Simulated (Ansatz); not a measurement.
One geometry of Te2As⁺, several levels of theory.

```yaml
crystal:
  periodic: [false, false, false]
  atoms:
    - {symbol: As, position_ang: [-0.556281, 0.145502, 1.209098]}
    - {symbol: Te, position_ang: [0.725685, -1.371552, -0.242350]}
    - {symbol: Te, position_ang: [-0.169405, 1.226050, -0.966748]}
basis:
  gaussian: {orbitals: def2-TZVP, initial_orbitals: start.molden}
total_charge: 1
hamiltonian: {xc: {name: B2PLYP}}
scf: {omitted_lower_state_checks: [starts]}
```

The file start.molden holds the orbitals of an earlier run on this structure, at another level or in another basis.

```sh
$ ansatz run in.yaml --threads 4 --pin off --events-out ev --progress --plain --max-ram 3916MiB
```

It prints (some lines left out):

```
Functional definition: B2PLYP
1282 factors; integrals over basis functions are off by at most 7.3e-4 eV
mean field evaluation 1: about -75391.8171 eV, gradient 9.2e0 eV
mean field evaluation 2: about -75391.9101 eV, gradient 1.4e-1 eV
mean field evaluation 4: about -75392.1073 eV, gradient 3.7e-3 eV
mean field evaluation 8: about -75392.1073 eV, gradient 2.5e-6 eV
mean field -75392.10733155 eV, -2770.6088418286 hartree, gradient 3.0e-6 eV, S^2 0.000000; 0 other end points of the search recorded, 0 dependent functions left out; unrestricted orbitals would lower it
17 core orbitals not correlated: weight in the atoms' cores, before any rotation towards them, 1.000 or more for the frozen orbitals, at most 0.000 for the correlated occupied ones
reference -75392.10745996 eV, -2770.6088465477 hartree; 23, 23 occupied and 108, 108 virtual orbitals, 1282 factors
second order -37.77632828 eV of doubles, -0.00000000 eV of singles
Total energy: -75402.30706860 eV, -2770.9836752516 hartree
Checks for a lower state left out: starts
```

Hardware: 4 threads of Arm Neoverse V1 on a shared host. Wall time 3.7 s.

The first input with `hamiltonian: {xc: r2scan, dispersion: d4}`, `output: {forces: true, orbitals: {seedname: orbitals}}` (abridged; 3.6 s):

```
Functional definition: r2SCAN
mean field -75427.36082047 eV, -2771.9043836507 hartree, gradient 2.1e-5 eV, S^2 0.000000
Total energy: -75427.38766994 eV, -2771.9053703508 hartree
Atom 0 force    -0.073264     0.019163     0.159242 eV/Å
Atom 1 force     0.120457    -0.252848    -0.011780 eV/Å
Atom 2 force    -0.047194     0.233686    -0.147462 eV/Å
Dipole moment:    -0.060857     0.015918     0.132274 e Å
Checks for a lower state left out: starts
```

As the first input, with `hamiltonian: {xc: pbe, dispersion: d4}`, `output: {orbitals: {seedname: orbitals}}` (abridged; 1.3 s):

```
Functional definition: PBE
mean field -75412.83845542 eV, -2771.3706965789 hartree, gradient 6.5e-6 eV, S^2 0.000000
Total energy: -75412.99701777 eV, -2771.3765236377 hartree
Checks for a lower state left out: starts
```

As the first input, with `gaussian: {orbitals: def2-TZVPP, initial_orbitals: start.molden}`, `correlation: {method: ccsd_t}`, `output: {orbitals: {seedname: orbitals}}` and without the key `hamiltonian` (abridged; 10 s):

```
Functional definition: HF
mean field evaluation 16: about -75316.7077 eV, gradient 3.9e0 eV
mean field evaluation 32: about -75314.6091 eV, gradient 3.6e0 eV
mean field -75320.59398648 eV, -2767.9807748708 hartree, gradient 8.4e-7 eV, S^2 0.000000; unrestricted orbitals would lower it
17 core orbitals not correlated: weight in the atoms' cores, before any rotation towards them, 1.000 or more for the frozen orbitals, at most 0.000 for the correlated occupied ones
second order -31.64696484 eV of doubles, -0.00000000 eV of singles
cycle   1  -28.83789415 eV  change     2.8e0 eV  update   1.8e-1
cycle   2  -29.79628168 eV  change   -9.6e-1 eV  update   6.4e-2
cycle   3  -30.01954704 eV  change   -2.2e-1 eV  update   3.6e-2
cycle   4  -29.94366732 eV  change    7.6e-2 eV  update   1.5e-2
cycle   5  -29.93460931 eV  change    9.1e-3 eV  update   8.8e-3
cycle   6  -29.94686917 eV  change   -1.2e-2 eV  update   2.7e-3
cycle   7  -29.94522485 eV  change    1.6e-3 eV  update   8.7e-4
cycle   8  -29.94455687 eV  change    6.7e-4 eV  update   2.8e-4
cycle   9  -29.94476582 eV  change   -2.1e-4 eV  update   9.0e-5
cycle  10  -29.94474605 eV  change    2.0e-5 eV  update   3.9e-5
perturbative correction -1.16873945 eV, -0.0429503824 hartree
Total energy: -75351.70747198 eV, -2769.1241743735 hartree
Checks for a lower state left out: starts
```

As the first input, with `hamiltonian: {xc: hse06, dispersion: d4}`, `output: {orbitals: {seedname: orbitals}}` (abridged; 2.3 s):

```
Functional definition: HSE06
mean field -75415.07360171 eV, -2771.4528366898 hartree, gradient 1.2e-5 eV, S^2 0.000000
Total energy: -75415.20468621 eV, -2771.4576539566 hartree
Checks for a lower state left out: starts
```

The first input with `gaussian: {orbitals: STO-3G}`, `hamiltonian: {xc: hf}`, `output: {orbitals: {seedname: orbitals}}` (abridged; 0.6 s):

```
Functional definition: HF
mean field -416426.79772922 eV, -15303.4025523274 hartree, gradient 1.5e-5 eV, S^2 0.000000
Total energy: -416426.79772922 eV, -15303.4025523274 hartree
Checks for a lower state left out: starts
```

As the first input, with `hamiltonian: {xc: {name: B3LYP}, dispersion: d4}`, `output: {orbitals: {seedname: orbitals}}` (abridged; 2.1 s):

```
Functional definition: B3LYP
mean field -75427.70172718 eV, -2771.9169117415 hartree, gradient 1.0e-5 eV, S^2 0.000000
Total energy: -75427.96966376 eV, -2771.9267582291 hartree
Checks for a lower state left out: starts
```

Geometry: PBE0-D4/def2-TZVP.

In the def2 sets Te takes a core potential, while STO-3G treats all electrons; there is no spin–orbit coupling. B3LYP takes the VWN-RPA correlation. HSE06 is defined as in plane-wave codes, on full-range PBE exchange. Correlated methods freeze 17 core orbitals; core or outer-core shells of As, Te are correlated, in sets that lack core-valence functions. At B2PLYP/def2-TZVP, r2SCAN-D4/def2-TZVP, CCSD(T)/def2-TZVPP the restricted singlet (for correlated methods, its reference) is unstable: a solution with broken spin symmetry lies lower. At CCSD(T)/def2-TZVPP T1 of the charge 1 singlet is large (up to 0.021), so the single-reference result is doubtful. The restricted singlet is unstable towards broken spin symmetry in Hartree–Fock (as tested in another run); at HF/STO-3G this wasn't settled. The structure comes from a short search, and lower isomers may exist.
